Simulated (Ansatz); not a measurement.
Computed with Ansatz.

A structure relaxed at PBE0-D4/def2-TZVP, charge 0, multiplicity 1:

Cartesian coordinates in Å:
```
B 1.418 -0.451 -0.244
Si -0.407 0.360 -0.101
O -1.258 -0.426 1.036
F -0.259 1.904 0.258
F -1.240 0.346 -1.459
H 1.894 -0.765 -1.292
H 2.064 -0.620 0.744
H -2.214 -0.347 1.059
```

(1) Give its formula and SMILES.

(2) Summarise the bond lengths by kind.

Results:

(1) BF2H3OSi, `B[Si](O)(F)F`.

(2) 1 × B–Si 2.002 Å; 2 × B–H 1.193 Å; 1 × O–Si 1.623 Å; 2 × F–Si 1.593 Å; 1 × H–O 0.959 Å.
